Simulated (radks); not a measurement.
All-electron atom: Ni VII in [Ar] 3d4. Calculated with a radial shooting solver on a logarithmic mesh with Libxc functionals: Dirac Kohn-Sham, LB94 model potential, spin-unpolarised, spherical densities, finite nucleus; open shells fill j = l - 1/2 first; Fermi nuclear charge, rms radius 3.7757 fm.

Spin-orbit splittings of the eigenvalues, e(l+1/2) - e(l-1/2), with zeta = 2 splitting/(2l+1) and mean radii in bohr:

2p: occ. 6; splitting (eV) 17.80; zeta (eV) 11.87; <r> j=l-1/2 0.2120; <r> j=l+1/2 0.2152
3p: occ. 6; splitting (eV) 2.525; zeta (eV) 1.683; <r> j=l-1/2 0.7274; <r> j=l+1/2 0.7356
3d: occ. 4; splitting (eV) 0.3743; zeta (eV) 0.1497; <r> j=l-1/2 0.7538; <r> j=l+1/2 0.7564
4p: occ. 0; splitting (eV) 0.5586; zeta (eV) 0.3724; <r> j=l-1/2 1.782; <r> j=l+1/2 1.795
